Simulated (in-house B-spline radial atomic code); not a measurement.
Re²⁺ is squeezed into an impenetrable sphere of radius R (the orbitals vanish at R). Computed with a radial B-spline atomic code at the basis-set limit: Dirac-Kohn-Sham LDA VWN5, spherical fractional occupations, Fermi nucleus of rms radius 5.3698 fm.

Energies in eV above the free ion in [Xe] 4f14 5d5:

```json
{"R (bohr)": "9.5", "highest level (eV)": "-21.3", "[Xe] 4f14 5d5": "2.988e-05", "[Kr] 4d10 4f14 5s2 5p5 5d6": "43.25", "[Xe] 4f14 5d4 5f1": "19.37"}
{"R (bohr)": "5.86", "highest level (eV)": "-21.2", "[Xe] 4f14 5d5": "0.07161", "[Kr] 4d10 4f14 5s2 5p5 5d6": "43.32", "[Xe] 4f14 5d4 5f1": "22.12"}
{"R (bohr)": "4.9", "highest level (eV)": "-20.8", "[Xe] 4f14 5d5": "0.485", "[Kr] 4d10 4f14 5s2 5p5 5d6": "43.71", "[Xe] 4f14 5d4 5f1": "25.1"}
{"R (bohr)": "4.4", "highest level (eV)": "-20.2", "[Xe] 4f14 5d5": "1.282", "[Kr] 4d10 4f14 5s2 5p5 5d6": "44.52", "[Xe] 4f14 5d4 5f1": "28.06"}
{"R (bohr)": "3.46", "highest level (eV)": "-16.7", "[Xe] 4f14 5d5": "7.922", "[Kr] 4d10 4f14 5s2 5p5 5d6": "51.62", "[Xe] 4f14 5d4 5f1": "41.79"}
{"R (bohr)": "3.04", "highest level (eV)": "-12.6", "[Xe] 4f14 5d5": "18.52", "[Kr] 4d10 4f14 5s2 5p5 5d6": "63.14", "[Xe] 4f14 5d4 5f1": "57.83"}
{"R (bohr)": "2.57", "highest level (eV)": "-2.94", "[Xe] 4f14 5d5": "51.68", "[Kr] 4d10 4f14 5s2 5p5 5d6": "98.98", "[Xe] 4f14 5d4 5f1": "100.2"}
{"R (bohr)": "2.34", "highest level (eV)": "5.91", "[Xe] 4f14 5d5": "89.34", "[Kr] 4d10 4f14 5s2 5p5 5d6": "139.2", "[Xe] 4f14 5d4 5f1": "144.3"}
{"R (bohr)": "1.81", "highest level (eV)": "53.9", "[Xe] 4f14 5d5": "368.5", "[Kr] 4d10 4f14 5s2 5p5 5d6": "430.8", "[Xe] 4f14 5d4 5f1": "446"}
{"R (bohr)": "1.35", "highest level (eV)": "201", "[Xe] 4f14 5d5": "1594", "[Kr] 4d10 4f14 5s2 5p5 5d6": "1684", "[Xe] 4f14 5d4 5f1": "1701"}
```

Task: Does [Kr] 4d10 4f14 5s2 5p5 5d6 fall below [Xe] 4f14 5d5 under compression?

Result: No, it stays above over the whole range.

Task: Does [Xe] 4f14 5d4 5f1 fall below [Xe] 4f14 5d5 under compression?

Result: No, it stays above over the whole range.

The highest level is first positive in the row R = 2.34 bohr, pushed up by confinement above the zero of the free ion's potential. Each configuration is held fixed and needn't be the lowest in the sphere.
